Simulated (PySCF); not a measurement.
Species: C3H2FNSe.
InChI=1S/C3H2FNSe/c4-3-1-5-6-2-3/h1-2H

Level of theory: PBE0-D3(BJ)/def2-SVP geometry optimisation, gas phase in PySCF 2.14.0.

Masses are those of the commonest isotopes; rigid-rotor values at the optimised geometry. 

Q: What are A, B and C (MHz)?

A: Ia = 74.59, Ib = 294.28, Ic = 368.87 u·Å²; 505379 MHz·u·Å²/I gives A = 6776, B = 1717, C = 1370 MHz.

Q: Classify the top.

A: An asymmetric top; Ray's κ = -0.872.

Q: What does the inertial defect say?

A: Planar: Δ = Ic − Ia − Ib = 0.00 u·Å². For a rigid frame Δ = −2 Σ m c², so it vanishes when all atoms lie in the ab plane; here none is more than 0.01 Å from it.

Q: Give the coordinates in the principal-axis frame, origin at the centre of mass.

A: The sense of each axis is arbitrary; atoms in the order of the calculation.
```
atom  mass (u)   a (Å)   b (Å)  c (Å)
  F1    18.998  -2.804   0.363  0.000
  C2    12.000  -1.505   0.099  0.000
  C3    12.000  -1.016  -1.247  0.000
  N4    14.003   0.274  -1.428  0.000
 Se5    79.917   1.105   0.179  0.000
  C6    12.000  -0.525   1.046  0.000
  H7     1.008  -1.684  -2.115  0.001
  H8     1.008  -0.660   2.127  0.000
```

Q: Where do the levels up to J = 3 lie, in MHz?

A: Above 0(0,0):
J = 1: 1(0,1) 3087, 1(1,1) 8146, 1(1,0) 8493
J = 2: 2(0,2) 9245, 2(1,2) 13974, 2(1,1) 15015, 2(2,1) 30191, 2(2,0) 30208
J = 3: 3(0,3) 18438, 3(1,3) 22704, 3(1,2) 24787, 3(2,2) 39453, 3(2,1) 39539, 3(3,1) 65624, 3(3,0) 65625
Those of J = 1 are B + C, A + C and A + B.

Q: Which types of transition are allowed, and where do some lines up to J = 3 fall?

A: The dipole components are |μa| = 0.11 D, |μb| = 1.57 D, |μc| = 0.00 D; the mirror of this Cs structure is the ab plane, so μc vanishes by symmetry and there are no c-type lines. Intensities carry the squares of the components, which stand as 0.01 : 1.00 (a : b). Some lines, for components of 0.1 D or more:

| type | branch | J(Ka,Kc) | MHz | lower level (cm⁻¹) |
| --- | --- | --- | --- | --- |
| a | Q | 1(1,0) ← 1(1,1) | 347 | 0.272 |
| a | Q | 3(1,2) ← 3(1,3) | 2083 | 0.757 |
| a | R | 1(0,1) ← 0(0,0) | 3087 | 0.000 |
| b | Q | 1(1,0) ← 1(0,1) | 5406 | 0.103 |
| a | R | 2(0,2) ← 1(0,1) | 6158 | 0.103 |
| b | Q | 3(1,2) ← 3(0,3) | 6349 | 0.615 |
| b | R | 3(1,3) ← 2(0,2) | 13459 | 0.308 |
| b | Q | 3(2,1) ← 3(1,2) | 14752 | 0.827 |
| b | Q | 3(2,2) ← 3(1,3) | 16749 | 0.757 |
| b | R | 2(2,0) ← 1(1,1) | 22062 | 0.272 |
| b | R | 3(2,2) ← 2(1,1) | 24438 | 0.501 |
| b | R | 3(2,1) ← 2(1,2) | 25566 | 0.466 |
| b | Q | 3(3,0) ← 3(2,1) | 26086 | 1.319 |
| b | R | 3(3,1) ← 2(2,0) | 35416 | 1.008 |

Q: Estimate the classical rotational partition function at 25 K, 50 K and 298.15 K.

A: Point group Cs, symmetry number σ = 1; q = (√π/σ)·√((kT/h)³/(ABC)), k/h = 20836.6 MHz/K: 5280 at 25 K, 14900 at 50 K, 217000 at 298.15 K.

No frequency check. No vibrational averaging or centrifugal distortion is included, and the geometry carries the error of its method. Quadrupole hyperfine structure (14N) is left out.

Hardware: Arm Neoverse V1, one thread (shared host). Cost: 35 s, 0.53 GiB resident at most. These figures are those of the optimisation.
